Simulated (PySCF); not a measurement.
## Cd⁴²⁺ (cadmium, charge +42) across methods

[He] 2s2 2p2, high-spin 3P determinant. Computed with PySCF 2.14 in an uncontracted even-tempered set (17 s from 18 bohr⁻², ratio 2.2; 10 p from 23 bohr⁻², ratio 2.2; 5 d from 91 bohr⁻², ratio 2.4; 5 f from 140 bohr⁻², ratio 2.4; 4 g from 200 bohr⁻², ratio 2.4), with no relativity, point nucleus.

| method | E (hartree) | mean ε 2s α (eV) | mean ε 2s β (eV) | mean ε 2p α (eV) | Σ⟨r²⟩ (bohr²) | ⟨S²⟩ |
| --- | --- | --- | --- | --- | --- | --- |
| UHF | -3302.50940 | -6804.9 | -6730.1 | -6663.8 | 0.07194 | 2.000 |
| PBEsol | -3300.45 | -6698.4 | -6659.9 | -6559.6 | 0.07200 | 2.000 |
| PBE | -3302.26 | -6701.0 | -6663.1 | -6562.2 | 0.07198 | 2.000 |
| PBE0 | -3302.37 | -6727.3 | -6680.4 | -6587.9 | 0.07197 | 2.000 |
| LDA | -3297.87 | -6695.2 | -6656.7 | -6557.0 | 0.07204 | 2.000 |
| r2SCAN | -3302.60 | -6713.5 | -6667.2 | -6574.4 | 0.07195 | 2.000 |
| M06-L | -3302.76 | -6712.3 | -6668.6 | -6573.5 | 0.07189 | 2.000 |

A non-relativistic calculation at this Z misses sizeable relativistic shifts. Spin-orbit coupling is strong in this species (close to jj coupling), so the high-spin LS determinant is a model state, not a physical level.
